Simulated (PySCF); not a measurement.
BH3N, SMILES B=[NH2+], charge +1.

Geometry optimised at PBE0-D3(BJ)/def2-TZVP. The isomer is the one that the SMILES or the coordinates give; other isomers of the formula were not compared.

The numbers are results of PBE/def2-TZVPD (PySCF), not measurements.

Symmetry labels are those of the subgroup C2v that the program uses (full group C2v).

Computed valence orbital energies around the gap with their symmetry:
```csv
orbital,symmetry,energy (eV)
HOMO−6,A1,-388.81
HOMO−5,A1,-186.85
HOMO−4,A1,-30.02
HOMO−3,A1,-21.03
HOMO−2,B2,-20.52
HOMO−1,A1,-18.26
HOMO,B1,-15.57
LUMO,B2,-9.96
LUMO+1,B1,-8.25
LUMO+2,A1,-6.23
LUMO+3,A1,-4.17
```
